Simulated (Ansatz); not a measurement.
The same group exchange along the group O, S, Se.

Isolated molecules relaxed with PBE0-D4/def2-TZVP in Ansatz; ΔE leaves out vibrations. CCSD(T)/CBS is the MP2 limit (def2-TZVPP, def2-QZVPP) plus CCSD(T) − MP2 in def2-TZVPP, frozen cores. Double bonds are as drawn, so ΔE can hold a change between cis and trans. def2 core potentials past Kr. For Se, Sn outer-core shells are correlated without core-valence functions, which leaves a few kJ/mol of doubt a bond. Scalar relativity is left out up to krypton. Each species was taken in one conformer, which may not be the lowest.

Q: Order these by ΔE at CCSD(T)/CBS, lowest first. (Best estimate.)
A. `[CH3][SnH]([F])[SH]` + `C=NC` → `C/N=C/S` + `[CH3][SnH2][F]`
B. `[CH3][SnH]([F])[SeH]` + `C=NC` → `C/N=C/[SeH]` + `[CH3][SnH2][F]`
C. `[CH3][SnH]([OH])[F]` + `C=NC` → `C/N=C/O` + `[CH3][SnH2][F]`

A: C (+51.2 kJ/mol), A (+101.0 kJ/mol), B (+120.4 kJ/mol).

Largest T1 diagnostic: 0.013, for `[CH3][SnH]([OH])[F]`.
